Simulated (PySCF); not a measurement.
# Calculated properties of `c1cc(C(C)=O)cs1`

Species: C6H6OS.
Structure used (PBE0-D3(BJ)/def2-SVP), in Å, numbered top down from 1:
```xyz
14
C6H6OS angstrom
C     -2.1173   -0.5271   -0.1267
C     -1.1617    0.6171   -0.3542
O     -1.5438    1.6976   -0.7474
C      0.2782    0.3719   -0.0765
C      0.8720   -0.8364    0.4073
C      2.2267   -0.7291    0.5608
S      2.7883    0.8363    0.1181
C      1.2166    1.3614   -0.2752
H     -1.8387   -1.3944   -0.7457
H     -3.1336   -0.2035   -0.3810
H     -2.0861   -0.8537    0.9248
H      0.3184   -1.7483    0.6337
H      2.9279   -1.4858    0.9102
H      1.0150    2.3689   -0.6373
```

Among its groups: ketone and aromatic ring with sulfur.

**PBE0-D3(BJ)/def2-SVP geometry optimisation, gas phase (PySCF)**

```
Point group                  : Cs
Rotational constants A, B, C : 4.274, 1.165, 0.921 GHz
```

From CAM-B3LYP/def2-SVPD ground state, ΔSCF and vertical TDDFT (core frozen in the response) (PySCF):

```
Dipole moment                                                     : 3.24 D
HOMO energy                                                       : -8.51 eV
LUMO energy                                                       : -0.47 eV
HOMO–LUMO gap                                                     : 8.04 eV
Lowest singlet excitation                                         : 4.08 eV (304 nm, f = 0.000)
Strongest line among the 10 lowest singlet transitions            : S4 at 6.34 eV (195 nm, f = 0.329)
Lowest triplet excitation (Tamm–Dancoff)                          : 3.47 eV
Static isotropic polarisability                                   : 90.0 au
Vertical ionisation energy                                        : 9.19 eV
Electronic spatial extent ⟨r²⟩ about the centre of nuclear charge : 1199 bohr²
```

From B3LYP/pcSseg-1 ground state and GIAO shieldings, non-relativistic (PySCF):

```
13C chemical shifts (computed TMS as zero) by class         : 192.7 (C2), 146.6 (C4), 142.4 (C8), 134.5 (C6), 131.7 (C5), 29.8 (C1) ppm
1H chemical shifts (computed TMS as zero) by class          : 8.15 (H14), 7.25 (H12), 7.00 (H13), 2.45 (H9/H10/H11) ppm
Isotropic shieldings of nuclei other than C and H, by class : -304 (O3), 239 (S7) ppm
```

Monoisotopic mass (most abundant isotopes): 126.0139 u.

S1 lies 3.96 eV below the HOMO–LUMO gap. The rotational constants make it an asymmetric top with κ = (2B − A − C)/(A − C) = -0.85, nearer the prolate limit (−1). In wavenumbers S1 is 32900 cm⁻¹ (1 eV = 8065.54 cm⁻¹). In atomic units the dipole is 1.27 e·bohr (1 au = 2.5417 D). With B = h/(8π²I), that is 505.379 GHz u Å² over I, the principal moments of inertia are 118.3, 433.9 and 549.0 u Å² (most abundant isotopes). The largest Löwdin shares of the LUMO are 0.22 on C8, 0.19 on C2, 0.16 on O3 and 0.15 on S7. The largest Löwdin shares of the HOMO are 0.26 on C6, 0.26 on C8, 0.17 on C4 and 0.11 on C5. The principal polarisabilities are 57.6, 93.0 and 119.3 au; their mean is the isotropic value.

 NMR classes are plain means over equivalent atoms (diastereotopic ones count apart unless rotation or inversion swaps them), as if these changed places fast; in this geometry the members of some classes differ.

One conformer stands for the species.
